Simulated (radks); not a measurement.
Ne VI, 5 electrons, occupied as [He] 2s2 2p1. Calculated with a radial shooting solver on a logarithmic mesh with Libxc functionals: Dirac Kohn-Sham, PBE, spin-unpolarised, spherical densities, finite nucleus; open shells fill j = l - 1/2 first; Fermi nuclear charge, rms radius 3.0055 fm.

Radial electron density D(r) = 4 pi r^2 rho(r):

```
   r/bohr * D(r) (the largest magnitude, 11, reaches the edge; | marks zero)
  0.01342 |     *
  0.01639 |       *
  0.02002 |          *
  0.02426 |              *
  0.02963 |                   *
  0.03618 |                         *
  0.04384 |                               *
  0.05355 |                                       *
  0.06541 |                                              *
  0.07925 |                                                   *
   0.0968 |                                                      *
   0.1182 |                                                     *
   0.1433 |                                               *
    0.175 |                                      *
   0.2137 |                            *
    0.259 |                    *
   0.3163 |                *
   0.3863 |                *
   0.4681 |                   *
   0.5717 |                     *
   0.6983 |                   *
   0.8461 |              *
    1.033 |        *
    1.262 |   *
    1.529 |*
    1.868 *
    2.282 *
```

D(r) has 2 maxima, at r = 0.101, 0.581 bohr, and minima at 0.340 bohr, inside which lie 2.15 electrons.
